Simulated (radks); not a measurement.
Task: These are the eigenvalues of the occupied orbitals of an atom or ion with whole-number occupations (Ry). Calculated with a radial shooting solver on a logarithmic mesh with Libxc functionals: scalar-relativistic Kohn-Sham, SCAN, spin-polarised, spherical densities, finite nucleus; meta-GGA in the generalised Kohn-Sham scheme; Fermi nuclear charge, rms radius of each element as measured or else 0.836 A^(1/3) + 0.57 fm.

orbital  eigenvalue
1s        -4470.542
2s        -952.8836
2p        -872.0578
3s        -367.7760
3p        -343.0741

Which element is it, and in what charge state? The configuration may be excited. Open shells, if any, are filled with parallel spins first.

Result: Z = 68, erbium, charge +50: Er50+ in [Ar]. The list shows which subshells hold electrons but not how many an open one holds; the 1s level, -2235.3 hartree, gives Z - s = 66.9 by -(Z - s)^2/2, which with screening and relativity narrows Z to a few neighbours, and the depths of the outer levels then fix element, charge and occupations together.
